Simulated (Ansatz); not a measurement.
Z-matrix (Å, degrees):
```
C
Si 1 1.844
H 1 1.092 2 111.0
H 1 1.092 2 110.7 3 -120.5
H 1 1.093 2 110.3 3 119.9
O 2 1.659 1 108.0 3 -64.9
O 2 1.640 1 110.0 3 177.2
H 2 1.484 1 113.4 3 56.2
H 6 0.958 2 117.1 1 144.7
Si 7 1.626 2 135.0 1 103.2
O 10 1.624 7 111.1 2 -18.2
F 10 1.591 7 107.1 2 102.4
H 10 1.467 7 111.4 2 -140.3
H 11 0.964 10 115.7 7 31.8
```

The species carries charge 0 and has multiplicity 1.

Task: List the ωB97M-V/def2-TZVPP orbital energies in eV (Ansatz 0.2.0). (Estimate.)

Result: The calculation gave: Occupied: -1808.38, -1808.00, -677.21, -526.65, -526.28, -526.18, -281.15, -149.22, -148.91, -103.38, -103.37, -103.31, -103.07, -103.04, -102.99, -35.84, -31.63, -31.10, -30.60, -22.66, -19.32, -18.28, -17.42, -16.46, -15.50, -15.36, -14.66, -14.56, -14.13, -13.97, -13.74, -12.97, -12.87, -12.45, -12.22, -11.93, -11.16. Lowest empty: 1.80, 2.53, 2.89, 3.19, 3.49, 4.05, 4.29, 4.40.
